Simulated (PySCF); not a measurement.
**Electron correlation in Cr²⁺ (chromium, charge +2)**

[Ar] 3d4, high-spin 5D determinant. Calculation: PySCF 2.14, in aug-cc-pVDZ (7s6p4d2f, 59 functions); no relativity, point nucleus. Frozen: [Ar]; 4 electrons correlated.

```
  level  correlation energy (mhartree)
   CCSD                         -36.53
    (T)                          -0.23
CCSD(T)                         -36.76
```

Diagnostics: T1 = 0.0048, D1 = 0.0069, largest double amplitude 0.029.

Task: Is a single reference adequate?

Result: Yes: T1 lies below 0.03 and no double amplitude reaches 0.07.
